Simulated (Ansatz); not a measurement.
`CN[SiH](Cl)OC` + `[OH][K]` → `C[O][K]` + `CO[SiH](N)Cl`  (substitution at a C–N bond)

Program: Ansatz. Geometries: PBE0-D4/def2-TZVP. ΔE: electronic, gas phase. CCSD(T)/CBS is the MP2 limit (def2-TZVPP, def2-QZVPP) plus CCSD(T) − MP2 in def2-TZVPP, frozen cores. DFT in def2-TZVPP. For K outer-core shells are correlated without core-valence functions, which leaves a few kJ/mol of doubt a bond. Scalar relativity is left out up to krypton. Each species was taken in one conformer, which may not be the lowest.

```csv
level,ΔE (eV)
PBE-D4,0.11
PBE,0.08
PBE0,0.09
MP2/def2-TZVPP,0.18
SCS-MP2/def2-TZVPP,0.15
CCSD(T)/def2-TZVPP,0.12
MP2/def2-QZVPP,0.22
HF/CBS(def2),0.06
```

Q: What does CCSD(T)/CBS give? (An estimate is asked.)

A: Ansatz gave: +0.19 eV. The listed levels differ from it by -0.08, -0.11, -0.10, -0.01, -0.04, -0.07, 0.03, -0.13 eV.

Largest T1 diagnostic among the species: 0.012.

In def2-TZVPP, CCSD(T) changes the Hartree–Fock value by +0.09 eV (the triples alone add +0.00 eV) and MP2 by +0.14 eV. The D4 term adds +0.05 eV with B3LYP and +0.03 eV with PBE0; it sums over pairs of atoms, weighted by their polarisabilities, and B3LYP, whose exchange is more repulsive, gets the larger term.

B3LYP here is the variant with VWN-RPA as its local correlation; programs differ in this.
